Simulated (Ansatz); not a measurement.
GeHMe2(OiPr) (C₅H₁₄GeO). Total charge 0; triplet. Geometry PBE0-D4/def2-SVP, that of the neutral singlet; atoms count from 1.

```tsv
atom	x (Å)	y (Å)	z (Å)
Ge1	0.2497	-0.3551	-1.3354
H2	-1.2025	-0.6904	-1.7617
C3	1.1568	0.7811	-2.6211
H4	1.2988	0.2568	-3.5778
H5	2.1431	1.0676	-2.2274
H6	0.5746	1.6960	-2.8004
C7	1.2741	-1.9709	-0.9724
H8	1.4277	-2.5470	-1.8975
H9	0.7610	-2.6120	-0.2418
H10	2.2579	-1.6962	-0.5642
O11	0.1496	0.6321	0.1558
C12	-0.9486	0.5872	1.0362
C13	-0.8396	1.7899	1.9551
C14	-0.9929	-0.7227	1.8104
H15	-1.8949	0.6762	0.4603
H16	0.0868	1.7279	2.5471
H17	-1.6949	1.8466	2.6452
H18	-0.8018	2.7155	1.3628
H19	-1.1257	-1.5819	1.1336
H20	-0.0519	-0.8658	2.3647
H21	-1.8272	-0.7348	2.5285
```

At PBE0-D4/def2-TZVP a singlet of charge 0 lies 6.73 eV below the triplet at the same geometry.

Q: Estimate the Mulliken populations from the PBE0/def2-TZVP orbitals of Ansatz.

A: 
```
atom  charge (e)  spin (α − β)
 Ge1       -0.32          0.96
  H2        0.03         -0.03
  C3       -0.41          0.00
  H4        0.15          0.02
  H5        0.14          0.00
  H6        0.13          0.02
  C7       -0.44          0.10
  H8        0.16          0.02
  H9        0.14          0.00
 H10        0.15          0.00
 O11        0.11          0.57
 C12        0.27         -0.18
 C13       -0.26         -0.08
 C14       -0.36          0.06
 H15       -0.06          0.26
 H16        0.11          0.02
 H17        0.05          0.08
 H18        0.09          0.04
 H19        0.12          0.03
 H20        0.12          0.02
 H21        0.09          0.08
```
Mulliken values depend strongly on the basis.

Q: Where does the spin sit?

A: Summed by element: Ge 0.96, H 0.57, C -0.10, O 0.57, of 2 unpaired in all. Largest on single atoms: Ge1 0.96, O11 0.57, H15 0.26.

Q: And the Mayer bond orders between heavy atoms (over 0.3)?

A: Ge1–C3 0.90 (1.94 Å); Ge1–C7 0.92 (1.95 Å); O11–C12 1.06 (1.41 Å); C12–C13 1.05 (1.52 Å); C12–C14 0.97 (1.52 Å).
